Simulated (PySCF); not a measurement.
## `O=C[C@H]1CC[SiH2]C1`, C5H10OSi

Geometry:
```json
{"atom": "O1", "x (Å)": "-0.411", "y (Å)": "1.117", "z (Å)": "1.828"}
{"atom": "C2", "x (Å)": "0.499", "y (Å)": "0.343", "z (Å)": "1.714"}
{"atom": "C3", "x (Å)": "1.067", "y (Å)": "-0.087", "z (Å)": "0.399"}
{"atom": "C4", "x (Å)": "0.234", "y (Å)": "-1.314", "z (Å)": "-0.031"}
{"atom": "C5", "x (Å)": "-1.199", "y (Å)": "-0.858", "z (Å)": "-0.301"}
{"atom": "Si6", "x (Å)": "-1.037", "y (Å)": "0.924", "z (Å)": "-0.973"}
{"atom": "C7", "x (Å)": "0.838", "y (Å)": "1.005", "z (Å)": "-0.642"}
{"atom": "H8", "x (Å)": "0.942", "y (Å)": "-0.148", "z (Å)": "2.603"}
{"atom": "H9", "x (Å)": "2.120", "y (Å)": "-0.362", "z (Å)": "0.514"}
{"atom": "H10", "x (Å)": "0.277", "y (Å)": "-2.099", "z (Å)": "0.729"}
{"atom": "H11", "x (Å)": "0.677", "y (Å)": "-1.710", "z (Å)": "-0.947"}
{"atom": "H12", "x (Å)": "-1.777", "y (Å)": "-0.870", "z (Å)": "0.622"}
{"atom": "H13", "x (Å)": "-1.692", "y (Å)": "-1.542", "z (Å)": "-0.989"}
{"atom": "H14", "x (Å)": "-1.282", "y (Å)": "0.947", "z (Å)": "-2.424"}
{"atom": "H15", "x (Å)": "-1.859", "y (Å)": "1.924", "z (Å)": "-0.307"}
{"atom": "H16", "x (Å)": "1.185", "y (Å)": "1.966", "z (Å)": "-0.268"}
{"atom": "H17", "x (Å)": "1.412", "y (Å)": "0.777", "z (Å)": "-1.539"}
```

Theory: GIAO HF/pcSseg-1 magnetisability, rotational g tensor and spin-rotation constants, non-relativistic, gas phase in PySCF 2.14.0. Geometry: GFN2-xTB.

What are the magnetisability and the molar susceptibility?

Isotropic -1231 × 10⁻³⁰ J/T², or -74.1 × 10⁻⁶ cm³/mol; principal values -1321, -1259, -1112 × 10⁻³⁰ J/T², anisotropy 186 × 10⁻³⁰ J/T² (root of half the summed squared differences of the principal values). The susceptibility is in cgs units.

Split it along the inertial axes a, b, c into diamagnetic and paramagnetic parts about the centre of mass, with the quadrupole moment.


| axis | χ (10⁻⁶ cm³/mol) | diamagnetic (10⁻⁶ cm³/mol) | paramagnetic (10⁻⁶ cm³/mol) | summed x² of all electrons (Å²) | quadrupole Θ (D Å) |
| --- | --- | --- | --- | --- | --- |
| a | -74.6 | -536.6 | 462.0 | 102.2 | +2.27 |
| b | -70.1 | -666.3 | 596.1 | 71.6 | -2.89 |
| c | -77.6 | -737.3 | 659.7 | 54.9 | +0.62 |

Anisotropies 2χaa − χbb − χcc = -1.5 and 2χbb − χaa − χcc = +12.0 × 10⁻⁶ cm³/mol. Θ is traceless in Buckingham's convention.

And the rotational g tensor?


| axis | rotational constant (GHz) | g | nuclear part | electronic part |
| --- | --- | --- | --- | --- |
| a | 2.9484 | -0.0272 | 0.6127 | -0.6399 |
| b | 2.1934 | -0.0217 | 0.5926 | -0.6143 |
| c | 1.9367 | -0.0143 | 0.5860 | -0.6002 |

Asymmetric top; isotopes 12C, 1H, 16O, 28Si; no vibrational averaging.
